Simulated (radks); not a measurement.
Task: Species: Zr XXVI. Configuration: [Ne] 3s2 3p3. All-electron calculation, Dirac Kohn-Sham, relativistic LDA (MacDonald-Vosko exchange, VWN5 correlation), spin-unpolarised, spherical densities, finite nucleus; open shells fill j = l - 1/2 first; Fermi nuclear charge, rms radius 4.2694 fm. Program: a radial shooting solver on a logarithmic mesh with Libxc functionals. Some entries of the table are withheld. Estimate them.

| orbital | occ. | eigenvalue (eV) | <1/r> (bohr^-1) | r(max) (bohr) |
|---|---|---|---|---|
| 1s1/2 | 2 | -18885.41 | 41.11 | (1) |
| 2s1/2 | 2 | -3582.425 | (2) | 0.1368 |
| 2p1/2 | 2 | (3) | 9.388 | 0.1065 |
| 2p3/2 | 4 | (4) | 8.990 | 0.1101 |
| 3s1/2 | 2 | -1322.994 | 3.696 | (5) |
| 3p1/2 | 2 | (6) | 3.638 | (7) |
| 3p3/2 | 1 | (8) | 3.540 | (9) |

Result: 
(1) 1s1/2 r(max) (bohr): 0.02423
(2) 2s1/2 <1/r> (bohr^-1): 9.427
(3) 2p1/2 eigenvalue (eV): -3389.464
(4) 2p3/2 eigenvalue (eV): -3302.348
(5) 3s1/2 r(max) (bohr): 0.3774
(6) 3p1/2 eigenvalue (eV): -1255.716
(7) 3p1/2 r(max) (bohr): 0.3592
(8) 3p3/2 eigenvalue (eV): -1235.665
(9) 3p3/2 r(max) (bohr): 0.3660
